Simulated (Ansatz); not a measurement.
A calculation with Ansatz (development build ahead of 0.2.0).

```yaml
crystal:
  periodic: [false, false, false]
  atoms:
    - { symbol: V, position_ang: [0.0, 0.0, 0.0] }
    - { symbol: C, position_ang: [0.0, 0.0, 4.598] }
basis:
  gaussian: { orbitals: pcseg-2 }
total_charge: 1
magnetization:
  initial_magnetization: 2
hamiltonian:
  xc: pbe
```

The input is written out in the form of the current development build from the run's settings.

Results

| Item | Value |
| --- | --- |
| Converged | yes |
| Total energy | -981.13397 hartree |
| Spin squared of the determinant | 2.000 |
| Stability test | minimum among restricted orbitals |

Caution: stretched shape with no unrestricted run beside it, a lower state can exist; charge can spread falsely over distant fragments; other spin multiplicities were not run.
